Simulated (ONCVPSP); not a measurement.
## PBEsol ONCV dataset for rhodium (Rh), fully relativistic all-electron reference.

```
Element                 : Rh
Generator               : ONCVPSP 4.0.1
Type                    : optimised norm-conserving Vanderbilt (ONCV)
Functional              : PBEsol
Relativity              : fully relativistic
Frozen core             : [Ar] 3d10
Valence charge          : 17
Reference configuration : 4s2 4p6 4d8 5s1
Partial waves           : 4s+5s: rc 1.50 bohr, ncon 4, nbas 8, qcut 8.4 1/bohr, 2 projectors; 4p: rc 1.46 bohr, ncon 3, nbas 8, qcut 6.7 1/bohr, 2 projectors, debl 0.9 Ha; 4d: rc 1.74 bohr, ncon 4, nbas 9, qcut 7.5 1/bohr, 1 projector
Local potential         : polynomial inside 1.00 bohr (lpopt 5, dvloc0 0 Ha)
Core correction         : polynomial model core, fcfact 0.6
```

Open shells are filled in proportion to 2j + 1.

In the p channel the program set the typed energies aside and used -1.806, 0.250 Ha (j = l + 1/2; the other j can differ).

Problem. Does the generator finish with these settings?

Solution. Yes, a potential is produced and its reference levels are reproduced.

Problem. Estimate the cutoffs (Ha) at which the residual kinetic energy of the hardest occupied pseudo-wave falls to 1 and 0.1 mHa per electron.

Solution. 26 Ha and 30 Ha.

Problem. What does a ghost test show?

Solution. No bound ghost flagged; GHOST(+) flagged for s at 178.3 eV.

Problem. Tests: 4s2 4p6 4d8 5s0; 4s2 4p6 4d7 5s0; 4s2 4p6 4d6 5s0; 4s2 4p5 4d8 5s1. Which has the largest error in its energy relative to the reference configuration, and how large is it?

Solution. 4s2 4p5 4d8 5s1, with -67 meV (all-electron minus pseudo) on +56.68 eV.
